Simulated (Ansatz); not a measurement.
`[SiH3]B(Cl)Cl` + `C=C(O)C=N` → `C=C(O)B([SiH3])Cl` + `N=CCl`  (formal exchange of groups at a B–Cl bond)

Gas-phase electronic energies from Ansatz, PBE0-D4/def2-TZVP geometries. CCSD(T)/CBS adds triple-zeta CCSD(T) − MP2 to the extrapolated MP2 energy (def2 sets, frozen cores). This one scheme is used for every species. DFT in def2-TZVPP. B3LYP here is the variant with VWN-RPA as its local correlation; programs differ in this. One conformer a species, not always the lowest.

`[SiH3]B(Cl)Cl`:

Z-matrix (Å, degrees):
```
Si
B 1 2.020
H 1 1.488 2 108.8
H 1 1.488 2 108.8 3 117.9
H 1 1.485 2 111.9 3 -121.0
Cl 2 1.745 1 119.4 3 -59.1
Cl 2 1.743 1 122.1 3 120.9
```

`C=C(O)C=N`:

```xyz
10

C    -0.227    1.664    0.127
C    -0.250    0.397   -0.293
O    -0.859   -0.006   -1.416
C     0.405   -0.674    0.463
N     0.336   -1.851   -0.003
H     0.287    1.909    1.046
H    -0.710    2.456   -0.428
H    -0.709   -0.969   -1.459
H     0.915   -0.390    1.388
H     0.813   -2.537    0.574
```

`C=C(O)B([SiH3])Cl`:

Z-matrix (Å, degrees):
```
Si
B 1 2.022
H 1 1.489 2 109.9
H 1 1.487 2 111.5 3 120.5
H 1 1.489 2 109.9 3 -118.9
C 2 1.555 1 120.8 3 59.5
Cl 2 1.750 1 119.8 3 -120.5
O 6 1.364 2 112.5 1 0.3
C 6 1.338 2 124.0 1 -179.6
H 8 0.963 6 110.0 2 -179.9
H 9 1.087 6 122.5 2 179.9
H 9 1.081 6 119.8 2 -0.1
```

`N=CCl`:

Z-matrix (Å, degrees):
```
C
N 1 1.247
Cl 1 1.729 2 121.0
H 1 1.091 2 128.0 3 180.0
H 2 1.019 1 110.5 3 -180.0
```

```csv
level,ΔE (kcal/mol)
PBE-D4,31.2
ωB97M-V,31.3
B3LYP,31.6
HF/def2-TZVPP,32.3
SCS-MP2/def2-TZVPP,31.9
MP2/def2-QZVPP,32.9
SCS-MP2/def2-QZVPP,31.9
MP2/CBS(def2),32.9
```

Problem. What does CCSD(T)/CBS give? (Estimate.)

Solution. Ansatz gave: +31.7 kcal/mol. The listed levels differ from it by -0.5, -0.4, -0.1, 0.6, 0.2, 1.2, 0.2, 1.2 kcal/mol.

Largest T1 diagnostic among the species: 0.014.

From PBE to PBE0 (25 % exact exchange), in def2-TZVPP and without D4, ΔE moves by +0.9 kcal/mol.
